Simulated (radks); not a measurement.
Species: Hf3+. Configuration: [Xe] 4f13.5 5d1.5 (fractional occupations, a model configuration).

Method: Dirac Kohn-Sham, PBE, spin-unpolarised, spherical densities, finite nucleus; open shells fill j = l - 1/2 first; Fermi nuclear charge, rms radius 5.347 fm; computed with a radial shooting solver on a logarithmic mesh with Libxc functionals.

Energy parts (hartree):
total: -15093.6950
kinetic: 16877.5285
electron-nucleus: -37505.5880
Hartree: 5843.0688
exchange-correlation: -308.7043

Orbitals (lengths in bohr, moments of r in powers of bohr; r(max) is where P^2 peaks):
orbital  occ.  eigenvalue (hartree)      <r>   r(max)
1s1/2       2             -2396.416  0.01899  0.01190
2s1/2       2             -410.5586  0.07978  0.06826
2p1/2       2             -392.2359  0.06612  0.05091
2p3/2       4             -348.4395  0.07385  0.05754
3s1/2       2             -94.46097   0.2082   0.1924
3p1/2       2             -86.32108   0.1981   0.1804
3p3/2       4             -76.93598   0.2125   0.1940
3d3/2       4             -63.13191   0.1863   0.1524
3d5/2       6             -61.08516   0.1908   0.1562
4s1/2       2             -19.96550   0.4679   0.4378
4p1/2       2             -16.62676   0.4742   0.4382
4p3/2       4             -14.47522   0.5070   0.4671
4d3/2       4              -8.98100   0.5276   0.4657
4d5/2       6              -8.58622   0.5389   0.4749
5s1/2       2              -3.53443    1.124    1.011
5p1/2       2              -2.57279    1.242    1.090
5p3/2       4              -2.27247    1.340    1.174
4f5/2       6              -1.80042   0.6555   0.4504
4f7/2     7.5              -1.73468   0.6665   0.4555
5d3/2     1.5              -1.04449    1.874    1.524
5d5/2       0              -1.01733    1.920    1.562

The highest occupied level is 5d3/2 at -28.422 eV. The electron density at the nucleus is 1.209e+06 e/bohr^3. Summed over all electrons, <r^2> = 34.47 bohr^2, which gives a Langevin (diamagnetic) susceptibility term of -27.3 x 10^-6 cm^3/mol.
